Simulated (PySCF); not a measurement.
PySCF job for Ta(O)(F)2(OMe) (CH3F2O2Ta), SMILES C[O][Ta](=[O])([F])[F], multiplicity 1, B3LYP-D3(BJ)/def2-SVP. The structure is a stationary point at B3LYP-D3(BJ)/def2-SVP. The spin state was assumed, not searched. The structure was generated by enumeration; whether it is a known compound was not checked. The def2 effective core potentials stand for the cores of Ta; spin–orbit coupling is left out. Other conformers were not sampled.

```python
import numpy as np
from pyscf import gto, scf, dft, df
from pyscf.hessian import thermo

mol = gto.M(
    atom='''
    Ta   -0.24468314    0.01051025   -0.00000000
    O    -0.21198567    1.73740136    0.00000000
    F    -1.10914588   -0.55881126    1.58760170
    F    -1.10914587   -0.55881126   -1.58760169
    O     1.55575569   -0.53680410    0.00000001
    C     2.88989763   -0.07349111    0.00000000
    H     3.40813764   -0.45066538   -0.89567921
    H     2.92067355    1.02885406    0.00000000
    H     3.40813764   -0.45066538    0.89567921
    ''',
    basis='def2-SVP',
    ecp={'Ta': 'def2-svp'},
    charge=0,
    spin=0,
    max_memory=1600,
    verbose=3,
)
mf = dft.RKS(mol, xc='b3lyp').density_fit(auxbasis='def2-universal-jkfit')
mf.disp = 'd3bj'
mf.grids.level = 3
mf.conv_tol = 1e-11
mf.max_cycle = 100
mf.kernel()

# analytic Hessian; the response equations are solved on a coarser grid
h, args, fine = mf.Hessian(), (mf.mo_energy, mf.mo_coeff, mf.mo_occ), mf.grids
h.max_memory = max(150, 2.5e-5 * df.make_auxmol(mol, mf.with_df.auxbasis).nao * mol.nelec[0] * (mol.nelec[0] + mol.nao))  # MB; small integral blocks
h1ao = h.make_h1(mf.mo_coeff, mf.mo_occ)
mf.grids = dft.Grids(mol).set(level=1).build(with_non0tab=True)
mo1, mo_e1 = h.solve_mo1(*args, h1ao)
mf.grids = fine
hess = h.hess_elec(*args, mo1, mo_e1, h1ao) + h.hess_nuc()
if mf.do_disp():
    hess += h.get_dispersion()
for i in range(mol.natm):  # the analytic DFT Hessian lacks the response of the grid: restore translational invariance
    hess[i, i] -= hess[i].sum(axis=0)
hess = (hess + hess.transpose(1, 0, 3, 2)) / 2
vib = thermo.harmonic_analysis(mol, hess, imaginary_freq=False)
thermo.dump_normal_mode(mol, vib)
th = thermo.thermo(mf, vib['freq_au'][vib['freq_au'] > 0], 298.15, 101325)
thermo.dump_thermo(mol, th)
g0 = mf.nuc_grad_method().set(verbose=0).kernel()

# dipole derivatives [dipole axis, atom, xyz] from the same response
r, irp = mol.intor('int1e_r'), mol.intor('int1e_irp').reshape(3, 3, mol.nao, mol.nao)
sl, dm0, ok = mol.aoslice_by_atom(), np.array(mf.make_rdm1()), []
dmu = np.einsum('a,xt->xat', mol.atom_charges(), np.eye(3))
for a, (_, _, p0, p1) in enumerate(sl):
    dmu[:, a] += 2 * np.einsum('xtij,ij->xt', irp[:, :, :, p0:p1], dm0.reshape(-1, mol.nao, mol.nao).sum(0)[:, p0:p1])
    for u, c, occ, f in [(mo1, mf.mo_coeff, mf.mo_occ, 4)]:
        dmu[:, a] -= f * np.einsum('tui,xuv,vi->xt', u[a], r, c[:, occ > 0], optimize=True)
L = vib['norm_mode']
ir = 974.8801 * (np.einsum('xat,kat->kx', dmu, L) ** 2).sum(1)       # km/mol
apt = np.einsum('xax->a', dmu) / 3

# polarisability derivatives from nuclear gradients in small electric fields
h0, F = mf.get_hcore(), 0.005
def in_field(f, guess):
    m = mf.copy()
    m.verbose, m.conv_tol, m.conv_tol_grad = 0, 1e-11, 2e-7
    m.get_hcore = lambda *a: h0 + np.einsum('x,xij->ij', f, r)
    m.kernel(guess)
    ok.append(m.converged)
    dm = np.array(m.make_rdm1())
    g = m.nuc_grad_method().kernel() - np.outer(mol.atom_charges(), f)
    for a, (_, _, p0, p1) in enumerate(sl):
        g[a] -= 2 * np.einsum('x,xtij,ij->t', f, irp[:, :, :, p0:p1], dm[:, p0:p1])
    return g, -np.einsum('xij,ij->x', r, dm), dm
E = np.eye(3) * F
g0, _, dm0 = in_field(np.zeros(3), dm0)
gp = [in_field(e, dm0) for e in E]
gm = [in_field(-e, 2 * dm0 - p[2]) for e, p in zip(E, gp)]
alpha = np.array([(p[1] - q[1]) / (2 * F) for p, q in zip(gp, gm)])  # bohr^3
check = abs(np.array([-(p[0] - q[0]) / (2 * F) for p, q in zip(gp, gm)]) - dmu).max()
print('static polarisability / bohr^3:', alpha.round(3))
print('largest difference of analytic and finite-field dipole derivatives / e:', check)
da = np.zeros((3, 3, mol.natm, 3))
for x in range(3):
    da[x, x] = -(gp[x][0] + gm[x][0] - 2 * g0) / F**2
for x, y in ((0, 1), (0, 2), (1, 2)):
    up, down = in_field(E[x] + E[y], gp[x][2] + gp[y][2] - dm0), in_field(-E[x] - E[y], gm[x][2] + gm[y][2] - dm0)
    both = -(up[0] + down[0] - 2 * g0) / F**2
    da[x, y] = da[y, x] = (both - da[x, x] - da[y, y]) / 2
aq = np.einsum('xyat,kat->kxy', da, L) * 0.529177210903**2           # A^2/amu^1/2
a = np.einsum('kxx->k', aq) / 3
g2 = 1.5 * (aq**2).sum((1, 2)) - 4.5 * a**2
raman, depol = 45 * a**2 + 7 * g2, 3 * g2 / (45 * a**2 + 4 * g2 + 1e-12)
print('mode   freq/cm-1   IR/(km/mol)   Raman/(A^4/amu)   depolarisation')
for k, w in enumerate(vib['freq_wavenumber']):
    print(f'{k + 1:4d} {w:11.2f} {ir[k]:13.3f} {raman[k]:17.3f} {depol[k]:16.3f}')
print('max |gradient| / (hartree/bohr):', abs(g0).max())
print('APT charges:', apt.round(4))
```

Log of the run:

```
converged SCF energy = -447.055518331927

WARN: DFTD3 does not support analytical Hessian, using finite difference


WARN: Mole.unit (angstrom) is changed to Bohr

Mode                                 0                   1                   2
Irrep
Freq [cm^-1]                       77.9737             84.0288             94.9459
Reduced mass [au]                   1.3290              2.2364              4.4158
Force const [Dyne/A]                0.0048              0.0093              0.0235
Char temp [K]                     112.1868            120.8987            136.6061
Normal mode                   x     y     z       x     y     z       x     y     z
       0  Ta                 0.00 -0.00  0.01    0.00 -0.00 -0.02   -0.00  0.02 -0.00
       1   O                 0.00 -0.00 -0.02    0.00 -0.00 -0.00   -0.13  0.02 -0.00
       2   F                -0.06  0.02 -0.01    0.08  0.01  0.03    0.03 -0.05 -0.01
       3   F                 0.06 -0.02 -0.01   -0.08 -0.01  0.03    0.03 -0.05  0.01
       4   O                -0.00 -0.00  0.04   -0.00 -0.00 -0.04    0.01  0.05 -0.00
       5   C                -0.00  0.00 -0.08   -0.00  0.00  0.14    0.07 -0.14  0.00
       6   H                -0.20  0.37 -0.36    0.02  0.29  0.03    0.01 -0.22  0.00
       7   H                -0.00  0.00  0.36   -0.00  0.00  0.49    0.23 -0.15  0.00
       8   H                 0.20 -0.37 -0.36   -0.02 -0.29  0.03    0.01 -0.22 -0.00
Mode                                 3                   4                   5
Irrep
Freq [cm^-1]                      159.8883            195.8929            210.4490
Reduced mass [au]                  18.1218             14.1250              9.3223
Force const [Dyne/A]                0.2730              0.3194              0.2433
Char temp [K]                     230.0437            281.8463            302.7893
Normal mode                   x     y     z       x     y     z       x     y     z
       0  Ta                 0.02  0.00 -0.00    0.00 -0.03 -0.00   -0.00 -0.00 -0.01
       1   O                -0.01  0.00 -0.00   -0.09 -0.03  0.00    0.00 -0.00 -0.06
       2   F                -0.12 -0.02 -0.09   -0.02  0.11  0.03    0.06 -0.06  0.00
       3   F                -0.12 -0.02  0.09   -0.02  0.11 -0.03   -0.06  0.06  0.00
       4   O                 0.03  0.02  0.00    0.04  0.07  0.00   -0.00 -0.00  0.19
       5   C                 0.04  0.01  0.00    0.06 -0.01 -0.00   -0.00  0.00 -0.02
       6   H                 0.04  0.01  0.00    0.04 -0.03  0.00   -0.12 -0.04 -0.07
       7   H                 0.05  0.01  0.00    0.12 -0.01  0.00   -0.00  0.00 -0.08
       8   H                 0.04  0.01 -0.00    0.04 -0.03 -0.00    0.12  0.04 -0.07
Mode                                 6                   7                   8
Irrep
Freq [cm^-1]                      261.4731            301.3643            580.1160
Reduced mass [au]                  14.4946              8.9047              6.4336
Force const [Dyne/A]                0.5839              0.4765              1.2756
Char temp [K]                     376.2015            433.5962            834.6578
Normal mode                   x     y     z       x     y     z       x     y     z
       0  Ta                -0.00 -0.00  0.02    0.02  0.01 -0.00    0.03 -0.01 -0.00
       1   O                -0.00 -0.00 -0.19   -0.15  0.01  0.00   -0.01 -0.00 -0.00
       2   F                -0.02 -0.08  0.00    0.00  0.02 -0.01   -0.00  0.01 -0.01
       3   F                 0.02  0.08  0.00    0.00  0.02  0.01   -0.00  0.01  0.01
       4   O                 0.00 -0.00 -0.07   -0.02 -0.16  0.00   -0.12  0.11 -0.00
       5   C                -0.00 -0.00  0.02   -0.07  0.01 -0.00   -0.16 -0.03  0.00
       6   H                 0.05  0.03  0.04   -0.02  0.08  0.00   -0.20 -0.09  0.00
       7   H                -0.00 -0.00  0.06   -0.21  0.01 -0.00   -0.06 -0.03  0.00
       8   H                -0.05 -0.03  0.04   -0.02  0.08 -0.00   -0.20 -0.09 -0.00
Mode                                 9                  10                  11
Irrep
Freq [cm^-1]                      681.7275            687.5193            998.4534
Reduced mass [au]                  20.1726             21.9101             17.1481
Force const [Dyne/A]                5.5238              6.1019             10.0722
Char temp [K]                     980.8541            989.1871           1436.5522
Normal mode                   x     y     z       x     y     z       x     y     z
       0  Ta                -0.02 -0.01 -0.00   -0.00 -0.00  0.03   -0.00  0.02 -0.00
       1   O                 0.01 -0.00  0.00    0.00  0.00 -0.01   -0.00 -0.24 -0.00
       2   F                 0.07  0.05 -0.13    0.07  0.04 -0.13    0.00 -0.00 -0.01
       3   F                 0.07  0.05  0.13   -0.07 -0.04 -0.13    0.00 -0.00  0.01
       4   O                 0.00  0.01  0.00   -0.00  0.00 -0.01    0.02  0.00  0.00
       5   C                -0.00 -0.00 -0.00   -0.00 -0.00  0.00   -0.03 -0.01  0.00
       6   H                 0.00 -0.00  0.00    0.00  0.00  0.00   -0.01 -0.00  0.01
       7   H                 0.01 -0.00  0.00    0.00 -0.00  0.00    0.01 -0.00 -0.00
       8   H                 0.00 -0.00 -0.00   -0.00 -0.00  0.00   -0.01 -0.00 -0.01
Mode                                12                  13                  14
Irrep
Freq [cm^-1]                     1157.7914           1171.8082           1187.0346
Reduced mass [au]                   2.3995              1.2761              2.2762
Force const [Dyne/A]                1.8951              1.0324              1.8897
Char temp [K]                    1665.8041           1685.9711           1707.8785
Normal mode                   x     y     z       x     y     z       x     y     z
       0  Ta                -0.00 -0.00  0.00    0.00  0.00  0.00   -0.00 -0.00 -0.00
       1   O                 0.00  0.02  0.00   -0.00 -0.00  0.00    0.00  0.02 -0.00
       2   F                -0.00 -0.00  0.00   -0.00  0.00 -0.00   -0.00 -0.00  0.00
       3   F                -0.00 -0.00 -0.00    0.00 -0.00 -0.00   -0.00 -0.00 -0.00
       4   O                 0.13  0.06  0.00   -0.00 -0.00  0.05    0.14 -0.02  0.00
       5   C                -0.10 -0.12 -0.00    0.00  0.00 -0.12   -0.14  0.05 -0.00
       6   H                 0.13  0.23 -0.03    0.55  0.10  0.15   -0.18 -0.24  0.09
       7   H                -0.47 -0.11  0.00   -0.00  0.00  0.30    0.44  0.04  0.00
       8   H                 0.13  0.23  0.03   -0.55 -0.10  0.15   -0.18 -0.24 -0.09
Mode                                15                  16                  17
Irrep
Freq [cm^-1]                     1466.0693           1466.3965           1468.4382
Reduced mass [au]                   1.1249              1.0414              1.0485
Force const [Dyne/A]                1.4246              1.3194              1.3321
Char temp [K]                    2109.3473           2109.8180           2112.7556
Normal mode                   x     y     z       x     y     z       x     y     z
       0  Ta                -0.00  0.00  0.00    0.00 -0.00  0.00   -0.00  0.00  0.00
       1   O                -0.00 -0.00 -0.00    0.00  0.00 -0.00    0.00  0.00 -0.00
       2   F                 0.00  0.00 -0.00    0.00 -0.00 -0.00    0.00  0.00 -0.00
       3   F                 0.00  0.00  0.00   -0.00  0.00 -0.00    0.00  0.00  0.00
       4   O                 0.04  0.01 -0.00   -0.00 -0.00 -0.01    0.02 -0.01 -0.00
       5   C                 0.07  0.04 -0.00   -0.00 -0.00 -0.05    0.04 -0.04 -0.00
       6   H                -0.33 -0.36 -0.06   -0.18 -0.45  0.06   -0.44  0.31 -0.40
       7   H                -0.63  0.04  0.00    0.00 -0.00  0.70    0.22 -0.03  0.00
       8   H                -0.33 -0.36  0.06    0.18  0.45  0.06   -0.44  0.31  0.40
Mode                                18                  19                  20
Irrep
Freq [cm^-1]                     3019.3554           3112.9437           3119.8407
Reduced mass [au]                   1.0299              1.1081              1.1082
Force const [Dyne/A]                5.5317              6.3268              6.3550
Char temp [K]                    4344.1802           4478.8328           4488.7562
Normal mode                   x     y     z       x     y     z       x     y     z
       0  Ta                -0.00  0.00  0.00   -0.00  0.00  0.00   -0.00 -0.00 -0.00
       1   O                 0.00 -0.00 -0.00   -0.00  0.00 -0.00    0.00  0.00  0.00
       2   F                 0.00  0.00 -0.00    0.00  0.00 -0.00   -0.00  0.00  0.00
       3   F                 0.00  0.00  0.00    0.00  0.00  0.00    0.00 -0.00  0.00
       4   O                 0.00  0.00  0.00    0.00  0.00 -0.00   -0.00  0.00  0.00
       5   C                 0.04  0.02 -0.00    0.03 -0.08  0.00    0.00 -0.00 -0.09
       6   H                -0.24  0.19  0.43   -0.19  0.14  0.36   -0.31  0.24  0.54
       7   H                -0.01 -0.64  0.00    0.01  0.72  0.00    0.00  0.00 -0.02
       8   H                -0.24  0.19 -0.43   -0.19  0.14 -0.36    0.31 -0.24  0.54
temperature 298.1500 [K]
pressure 101325.00 [Pa]
Rotational constants [GHz] 3.08709 1.71834 1.55417
Symmetry number 1
Zero-point energy (ZPE) 0.04899 [Eh]   128619.554 [J/mol]
                           tot       elec      trans        rot        vib
Entropy [J/mol/K]       390.011      0.000    178.380    117.392     94.239
Cv [J/mol/K]            104.224      0.000     12.472     12.472     79.281
Cp [J/mol/K]            112.539      0.000     20.786     12.472     79.281
Internal energy [J/mol]                      3718.434   3718.434 142887.004
Internal energy [Eh]   -446.99826  -447.05552
Enthalpy [J/mol]                             6197.391   3718.434 142887.004
Enthalpy [Eh]          -446.99732
Gibbs free energy [J/mol]                  -46986.729 -31282.107 114789.756
Gibbs free energy [Eh] -447.04161
static polarisability / bohr^3: [[58.691 -1.746 -0.   ]
 [-1.742 45.923 -0.   ]
 [ 0.     0.    40.989]]
largest difference of analytic and finite-field dipole derivatives / e: 0.0023445543646039013
mode   freq/cm-1   IR/(km/mol)   Raman/(A^4/amu)   depolarisation
   1       77.97         0.173             0.188            0.750
   2       84.03         0.186             0.524            0.750
   3       94.95         5.039             1.438            0.518
   4      159.89        12.483             0.630            0.725
   5      195.89        16.945             0.320            0.648
   6      210.45         7.470             1.001            0.750
   7      261.47        21.547             1.311            0.750
   8      301.36         6.018             1.875            0.633
   9      580.12        61.356             7.037            0.155
  10      681.73       101.713             3.675            0.032
  11      687.52       126.949             0.213            0.750
  12      998.45       142.952            16.104            0.055
  13     1157.79       177.267             5.444            0.327
  14     1171.81         1.040             1.991            0.750
  15     1187.03       181.191             5.316            0.084
  16     1466.07        11.271            10.116            0.619
  17     1466.40         4.902            18.348            0.750
  18     1468.44         5.210            22.328            0.704
  19     3019.36        49.293           170.665            0.013
  20     3112.94        15.646            74.805            0.613
  21     3119.84        15.624           104.501            0.750
max |gradient| / (hartree/bohr): 0.0001727378990835086
APT charges: [ 2.6289 -0.7822 -0.6417 -0.6417 -1.0633  0.5861 -0.0308 -0.0244 -0.0308]
```

The calculation finished and met its thresholds.

Cost: about 7 core-minutes (a rough figure).
